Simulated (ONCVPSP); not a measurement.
**Which change was made? (Al, ONCV)**

```json
{"Element": "Al", "Generator": "ONCVPSP 4.0.1", "Type": "optimised norm-conserving Vanderbilt (ONCV)", "Functional": "PBEsol", "Relativity": "scalar-relativistic", "Frozen core": "[Ne]", "Valence charge": "3", "Reference configuration": "3s2 3p1", "Partial waves": "3s: rc 1.45 bohr, ncon 3, nbas 7, qcut 4.8 1/bohr, 2 projectors, debl 3.4 Ha; 3p: rc 2.70 bohr, ncon 4, nbas 8, qcut 3 1/bohr, 1 projector; d scattering state at 0.31 Ha: rc 2.45 bohr, ncon 4, nbas 9, qcut 4.5 1/bohr, 2 projectors, debl 2.7 Ha", "Local potential": "polynomial inside 1.40 bohr (lpopt 5, dvloc0 0 Ha)", "Core correction": "Teter function, fcfact 4.5, rcfact 1.35"}
```

Cutoffs, loose and tight: the cutoffs (Ha) at which the residual kinetic energy of the hardest occupied pseudo-wave falls to 1 and 0.1 mHa per electron. They do not see the model core or the augmentation charge, which bear on the density cutoff. Test errors are all-electron minus pseudo excitation energies from the reference, over the configurations 3s2 3p0; 3s1 3p0; 3s2 3p0.5; 3s1 3p2; variants that change the core or the reference have their own tests.

The base gives: outcome: generated; cutoff, loose: 7.1 Ha; cutoff, tight: 43 Ha; bound ghosts: s; GHOST(+) flags above zero: none; largest test error (meV): -25.

Problem. After one change the result is: outcome: generated; cutoff, loose: 7.1 Ha; cutoff, tight: 43 Ha; bound ghosts: s; GHOST(+) flags above zero: none; largest test error (meV): -147. Which change was it?
A. core correction Teter function, fcfact 4.5, rcfact 1.74
B. core correction Teter function, fcfact 4.5, rcfact 1.1
C. core correction Teter function, fcfact 4.5, rcfact 1.24

Solution. A. The others give: core correction Teter function, fcfact 4.5, rcfact 1.1 → outcome: generated; cutoff, loose: 7.1 Ha; cutoff, tight: 43 Ha; bound ghosts: s; GHOST(+) flags above zero: none; largest test error (meV): -12 | core correction Teter function, fcfact 4.5, rcfact 1.24 → outcome: generated; cutoff, loose: 7.1 Ha; cutoff, tight: 43 Ha; bound ghosts: s; GHOST(+) flags above zero: none; largest test error (meV): -17.
